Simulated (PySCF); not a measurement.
B3LYP has the VWN-RPA correlation part, as in Gaussian. Excitations are Tamm–Dancoff values on a coarser integration grid. The basis has no diffuse functions, so Rydberg states are missing or too high.

Species: C₂H₇Ga, SMILES `[CH3][GaH][CH3]` (charge 0, multiplicity 1).

Q: What is the computed HOMO, dipole moment, brightest of the four lowest singlets (TDA), S1 excitation (TDA) and S1–T1 gap (TDA) (B3LYP-D3(BJ)/def2-TZVP (PySCF))?

A: 
```json
{
 "HOMO": "-7.41 eV",
 "dipole_moment": "0.56 D",
 "brightest of the four lowest singlets (TDA)": "7.10 eV",
 "S1 excitation (TDA)": "4.99 eV",
 "S1–T1 gap (TDA)": "0.30 eV"
}
```
